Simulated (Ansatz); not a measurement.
Born–Oppenheimer molecular dynamics of ClGe3H7O (12 atoms, charge 0, multiplicity 1). It starts from a relaxed structure.

Method: RKS PBE/def2-SVP in Ansatz.

- ensemble: NVT, Langevin thermostat
- time step: 0.5 fs
- steps asked: 150
- set temperature: 100 K
- friction: 0.005 /fs
- temperature schedule: 37 steps to 100 K, then 113 steps to 200 K
- seed: 663259

First frame:

```xyz
12
Properties=species:S:1:pos:R:3
Ge 0.046 0.065 -0.183
O -0.089 -0.359 1.568
H -1.025 -0.427 1.837
Ge 2.441 -0.051 -0.660
H 2.962 -1.460 -0.287
H 2.657 0.206 -2.173
H 3.200 1.029 0.155
Ge -1.271 2.070 -0.716
H -2.735 1.846 -0.250
H -0.692 3.312 0.015
H -1.255 2.322 -2.245
Cl -0.930 -1.546 -1.352
```

Problem. How far do the bonds stretch over the last three quarters of this one trajectory? (Pairs bonded in most of those frames.)

Solution. 
```
    bond  mean (Å)  spread (Å)  shortest  longest
  Ge1–O2     1.807       0.006      1.80     1.82
 Ge1–Ge4     2.476       0.022      2.43     2.50
 Ge1–Ge8     2.476       0.015      2.45     2.50
Ge1–Cl12     2.218       0.021      2.19     2.25
   O2–H3     0.977       0.023      0.94     1.01
  Ge4–H5     1.552       0.028      1.50     1.60
  Ge4–H6     1.550       0.011      1.52     1.57
  Ge4–H7     1.550       0.013      1.53     1.58
  Ge8–H9     1.554       0.013      1.53     1.58
 Ge8–H10     1.552       0.009      1.54     1.57
 Ge8–H11     1.550       0.015      1.53     1.58
```

Mean temperature of the second half: 63 K. The schedule's set-point averaged 167 K over the second half and the system 63 K, so it lags behind the ramp. A run of 0.075 ps of so small a system gives no equilibrium averages.

The run took 5.6 min on 4 threads of Arm Neoverse V2, on a shared host, peak memory 0.3 GiB.
